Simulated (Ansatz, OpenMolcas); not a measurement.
## TlCl (SMILES [Cl][Tl]): the vertical energy of the triplet above the singlet from total energies

The species is TlCl (2 atoms), meant as a singlet with charge 0. SMILES: `[Cl][Tl]`. Geometry: the measured bond length.

```
atom   x (Å)   y (Å)   z (Å)
  Cl  0.0000  0.0000  0.0000
  Tl  0.0000  0.0000  2.4848
```

Both states at this one shape; open shells run unrestricted unless said. 1 Eh = 27.2114 eV.

| level | program | singlet TlCl (Eh) | triplet TlCl (Eh) |
| --- | --- | --- | --- |
| TPSS/def2-TZVPP (core potential) | OpenMolcas | -632.785944 | -632.635135 |
| wB97X/def2-TZVPP (core potential) | Ansatz | -632.840421 | -632.679880 |

Task: Work out the vertical gap, second state less first, at each level.

Result: 
1. TPSS/def2-TZVPP (core potential): -632.635135 − (-632.785944) = 0.150809 Eh = 4.10 eV.
2. wB97X/def2-TZVPP (core potential): -632.679880 − (-632.840421) = 0.160541 Eh = 4.37 eV.

No measured value is set beside it here; the levels span 4.10 to 4.37 eV. Spin-orbit coupling, which splits open shells on such heavy atoms by tenths of an eV, is left out.
